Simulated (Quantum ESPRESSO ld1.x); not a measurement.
The numbers below are computed, except where a source is named.
Task: The mean radii <r> (bohr) of the occupied orbitals of an atom or ion are listed with their occupations. Code: ld1.x of Quantum ESPRESSO 7.5. Model: Dirac Kohn-Sham, BLYP, spin-unpolarised, spherical densities, point nucleus.

| orbital | occ. | <r> |
|---|---|---|
| 1s1/2 | 2 | 0.02558 |
| 2s1/2 | 2 | 0.1093 |
| 2p1/2 | 2 | 0.09189 |
| 2p3/2 | 4 | 0.09788 |
| 3s1/2 | 2 | 0.2908 |
| 3p1/2 | 2 | 0.2805 |
| 3p3/2 | 4 | 0.2923 |
| 3d3/2 | 4 | 0.2628 |
| 3d5/2 | 6 | 0.2665 |
| 4s1/2 | 2 | 0.6484 |
| 4p1/2 | 2 | 0.6627 |
| 4p3/2 | 4 | 0.6848 |
| 4d3/2 | 2 | 0.7158 |
| 4d5/2 | 3 | 0.7226 |
| 5s1/2 | 1 | 1.260 |

Name the element and its charge. Open shells, if any, are shared by 2j + 1.

Result: Z = 56, barium, charge +14: Ba14+ in [Kr] 4d5 5s1. The 1s radius gives Z: for a bare nucleus <r> = (2 gamma + 1)/(2Z) with gamma = sqrt(1 - (Z/c)^2), 0.02523 bohr for Z = 56, and screening makes it slightly larger (0.02558 here). The occupations add up to 42, and the charge is Z minus that.
